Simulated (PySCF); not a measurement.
# C₆ coefficients of unlike pairs at UHF

Calculated with PySCF 2.14 from the dipole response of each species, C₆(A,B) = (3/π) ∫ α_A(iu) α_B(iu) du, in atomic units, from isotropic polarisabilities. For ions this is the dispersion term alone; charge-induced terms of lower order in 1/R come first.

| species | configuration | basis | relativity | α (bohr³) | C₆ (like pair) |
| --- | --- | --- | --- | --- | --- |
| Ar | [Ar] (1S) | aug-cc-pVTZ-DK (6s5p3d2f) | spin-free X2C | 10.45 | 61.00 |
| Ne | [Ne] (1S) | aug-cc-pCVTZ-DK (7s6p4d2f) | spin-free X2C | 2.199 | 5.201 |
| N | [He] 2s2 2p3 (4S) | def2-TZVPPD (6s3p3d1f) | none | 7.083 | 22.86 |
| C³⁺ | [He] 2s1 (2S) | aug-cc-pwCVDZ (5s4p2d) | none | 3.473 | 2.887 |

Q: Estimate C₆ for N with Ne.

A: The integral gives 10.15. The combination rule 2 C_A C_B / (C_A α_B/α_A + C_B α_A/α_B) gives 9.970 and the geometric mean 10.90.

No spin-orbit coupling is included.

The other pairs:

```tsv
pair	C₆
C³⁺, N	7.702
C³⁺, Ar	12.25
Ne, Ar	16.86
N, Ar	37.24
C³⁺, Ne	3.051
```
